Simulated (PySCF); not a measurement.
Species: C₇H₁₄BClO.
Atom-mapped SMILES: `[CH3:1][O:2][B:3]1[CH2:4][CH2:5][C@@H:6]([CH3:7])[C@H:8]([Cl:9])[CH2:10]1` (hydrogens: H11, H12, H13 on C1; H14, H15 on C4; H16, H17 on C5; H18 on C6; H19, H20, H21 on C7; H22 on C8; H23, H24 on C10)

Level of theory: PBE0-D3(BJ)/def2-SVP geometry optimisation, gas phase (PySCF).

Q: What internal coordinates does the optimisation give?

A: 
```tsv
bond	length (Å)	order
C1–O2	1.405	single
O2–B3	1.355	single
B3–C4	1.572	single
C4–C5	1.527	single
C5–C6	1.535	single
C6–C7	1.522	single
C6–C8	1.529	single
C8–Cl9	1.817	single
C8–C10	1.518	single
B3–C10	1.583	single
C1–H11, C1–H12, C1–H13	1.101	single
C4–H14	1.101	single
C4–H15	1.109	single
C5–H16	1.106	single
C5–H17	1.103	single
C6–H18	1.107	single
C7–H19, C7–H20, C7–H21	1.101	single
C8–H22	1.102	single
C10–H23	1.108	single
C10–H24	1.101	single
```

Bonds in one row agree within 0.01 Å and their mean is given. Orders are formal, as drawn. A selection of angles:
```tsv
angle	degrees
C1–O2–B3	123.6
O2–B3–C4	118.5
O2–B3–C10	123.0
C4–B3–C10	118.3
B3–C4–C5	113.0
C4–C5–C6	114.1
C5–C6–C7	110.4
C5–C6–C8	109.4
C7–C6–C8	112.7
C6–C8–Cl9	110.9
C6–C8–C10	114.3
Cl9–C8–C10	108.7
B3–C10–C8	113.6
```

Dihedral angles: C1–O2–B3–C4 176° (antiperiplanar); O2–B3–C4–C5 154° (antiperiplanar); B3–C4–C5–C6 45° (synclinal); C4–C5–C6–C7 175° (antiperiplanar); C5–C6–C8–Cl9 -178° (antiperiplanar); C6–C8–C10–B3 -44° (synclinal); O2–B3–C10–C8 -155° (antiperiplanar).

The 6-membered ring B3–C4–C5–C6–C8–C10 has internal angles of 109.4° to 118.3°; it is puckered, 0.20 Å rms from its mean plane, widest ring torsion 60°. Of the pairs four or more bonds apart, Cl9···H20 is among the closest relative to their van der Waals radii: 2.67 Å, 90 % of the sum of Bondi's values. B3 (three-coordinate boron) is planar (angles 123.0°, 118.5° and 118.3°, sum 359.8°, 0.03 Å off the plane of its three neighbours).

Point group: C1 (no symmetry element, even within 0.4 Å). Not checked by PBE0-D3(BJ)/def2-SVP frequencies. The numbers are those of one conformer.

On one thread, Intel Xeon Platinum 8488C (x86_64), no GPU, shared host with 192 logical CPUs at a one-minute load of 109, this took 5.7 min of wall time and 0.94 GiB of memory at its peak. These figures are those of the optimisation.
